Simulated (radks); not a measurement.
Task: The mean radii <r> (bohr) of the occupied orbitals of an atom or ion are listed with their occupations. All-electron calculation, Dirac Kohn-Sham, PBE, spin-unpolarised, spherical densities, finite nucleus; Fermi nuclear charge, rms radius of each element as measured or else 0.836 A^(1/3) + 0.57 fm. Program: a radial shooting solver on a logarithmic mesh with Libxc functionals.

| orbital | occ. | <r> |
|---|---|---|
| 1s1/2 | 2 | 0.03428 |
| 2s1/2 | 2 | 0.1493 |
| 2p1/2 | 2 | 0.1271 |
| 2p3/2 | 4 | 0.1318 |
| 3s1/2 | 2 | 0.4152 |
| 3p1/2 | 2 | 0.4090 |
| 3p3/2 | 4 | 0.4196 |
| 3d3/2 | 4 | 0.3970 |
| 3d5/2 | 6 | 0.4005 |
| 4s1/2 | 2 | 1.058 |
| 4p1/2 | 2 | 1.151 |
| 4p3/2 | 4 | 1.181 |
| 4d3/2 | 2 | 1.609 |
| 4d5/2 | 3 | 1.625 |

Name the element and its charge. Open shells, if any, are shared by 2j + 1.

Result: Z = 43, technetium, charge +2: Tc2+ in [Kr] 4d5. The 1s radius gives Z: for a bare nucleus <r> = (2 gamma + 1)/(2Z) with gamma = sqrt(1 - (Z/c)^2), 0.03371 bohr for Z = 43, and screening makes it slightly larger (0.03428 here). The occupations add up to 41, and the charge is Z minus that.
